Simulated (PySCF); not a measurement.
Sulfur: a sound run and one with changed settings

Sound run: S+ [Ne] 3s2 3p3, S(2+) [Ne] 3s2 3p2. All numbers are calculated (PySCF 2.14, scalar relativity by spin-free X2C-1e, in x2c-TZVPall). In the sound run the correlated levels freeze [Ne]. The sound run starts from symmetry-adapted Hartree-Fock orbitals and uses a fine grid where one is needed.

A second run was set up differently.

```csv
species,method,sound run (hartree),changed run (hartree),converged
S+,UHF,-398.24553,-398.24553,yes
S+,TPSS,-398.84110,-398.84110,yes
S+,PBE,-398.64936,-398.64936,yes
S+,MP2,-398.33299,-398.30742,yes
S+,CCSD(T),-398.35649,-398.35649,yes
S(2+),UHF,-397.41108,-397.41108,yes
S(2+),TPSS,-397.98270,-397.98270,yes
S(2+),PBE,-397.79258,-397.79258,yes
S(2+),MP2,-397.47637,-397.45742,yes
S(2+),CCSD(T),-397.50082,-397.50082,yes
```

Ionisation energy of S+:

```
 method  sound run (eV)  changed run (eV)
    UHF          22.706            22.706
   TPSS          23.358            23.358
    PBE          23.314            23.314
    MP2          23.310            23.130
SCS-MP2          23.126            22.999
   CCSD          23.246            23.246
CCSD(T)          23.284            23.284
```

Problem. What was changed?
A. radial grid too coarse
B. all electrons correlated in a valence basis
C. level shift left on
D. angular grid far too coarse

Solution. C. It used initial guess sap, at most 50 SCF cycles, level shift 0.5 hartree. A level shift leaves the converged SCF energy unchanged but raises the virtual orbital energies, which shrinks MP2 if it is not removed.
